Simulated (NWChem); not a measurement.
Species: C3H3BF2; SMILES FC1=CCB1F

```xyz
9

F     -1.1641     1.7003     0.0062
B     -0.2223     0.7841    -0.0084
C      1.3775     0.8181    -0.0081
C      1.1923    -0.6984     0.0126
C     -0.1579    -0.7629    -0.0048
F     -0.9538    -1.8138    -0.0023
H      1.8769     1.2117    -0.9091
H      1.8759     1.2394     0.8810
H      1.9489    -1.4918     0.0375
```
Atoms are numbered in this order, from 1.

Results from NWChem. Medium grid unless said otherwise, to which SCAN and Minnesota functionals are sensitive. Coordinates come from a PBE0/def2-SVP optimisation.

Question: Among these, which level gives the highest value of “dipole (D)”?
A. B3LYP/def2-SVP
B. Hartree-Fock/def2-SVP
C. MN15-L/def2-SVP
D. LDA (Slater exchange, PW92)/def2-SVP

Answer: B, Hartree-Fock/def2-SVP. Values: LDA (Slater exchange, PW92)/def2-SVP 1.62; B3LYP/def2-SVP 1.69; MN15-L/def2-SVP 1.70; Hartree-Fock/def2-SVP 2.23
